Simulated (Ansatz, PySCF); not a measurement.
Reaction (SMILES): [BH3-][NH3+] [azaniumylboranuide] -> [BH3-][NH3+] as doublet, charge +1 + e-
Each molecule is optimised on its own at B3LYP-D3(BJ)/def2-TZVP (Ansatz, a quantum-chemistry and plane-wave program). A spin state is the lowest found, not a proven ground state.
Geometry of the first species:
```
N
H 1 1.0159
H 1 1.0159 2 107.95
H 1 1.0159 2 107.95 3 116.46
B 1 1.6582 2 110.95 4 121.77
H 5 1.2082 1 104.94 2 -60.00
H 5 1.2082 6 113.60 1 -114.06
H 5 1.2082 6 113.60 7 -131.88
```
Charge 0, spin multiplicity 1.

Quantity: adiabatic ionisation energy (0 K, with B3LYP-D3(BJ) harmonic zero-point energies from PySCF), in eV. Cores are frozen in the correlated levels unless marked. Open shells are spin-unrestricted. Spin-orbit coupling is left out. Non-relativistic. Basis-set limits of correlation are two-point, X^-3; Hartree-Fock from the larger set. The bracket is a focal-point correction in the basis named.

```
level                                                                 program  adiabatic ionisation energy (eV)
-------------------------------------------------------------  --------------  --------------------------------
PBE/def2-TZVPD                                                         Ansatz                              8.93
BP86-D3(BJ)/def2-TZVPD                                          PySCF + dftd3                              9.06
B97M-V/def2-TZVPD                                                      Ansatz                              9.14
PBE0/def2-TZVPD                                                        Ansatz                              8.97
r2SCANh-D4/def2-TZVPD                                          Ansatz + dftd4                               ___
MN15/def2-TZVPD                                                         PySCF                               ___
HSE06-D3(BJ)/def2-TZVPD                                        Ansatz + dftd3                               ___
LC-wPBE-D3(BJ)/def2-TZVPD                                      Ansatz + dftd3                               ___
RPA@PBE/cc-pVQZ                                                        Ansatz                              9.52
RI-MP2/CBS(def2-TZVPPD,def2-QZVPPD)+[CCSD(T)-MP2]/def2-TZVPPD          Ansatz                              9.27
```

What belongs in the gaps?


- r2SCANh-D4/def2-TZVPD, adiabatic ionisation energy (eV): 8.94
- MN15/def2-TZVPD, adiabatic ionisation energy (eV): 9.42
- HSE06-D3(BJ)/def2-TZVPD, adiabatic ionisation energy (eV): 8.96
- LC-wPBE-D3(BJ)/def2-TZVPD, adiabatic ionisation energy (eV): 9.08
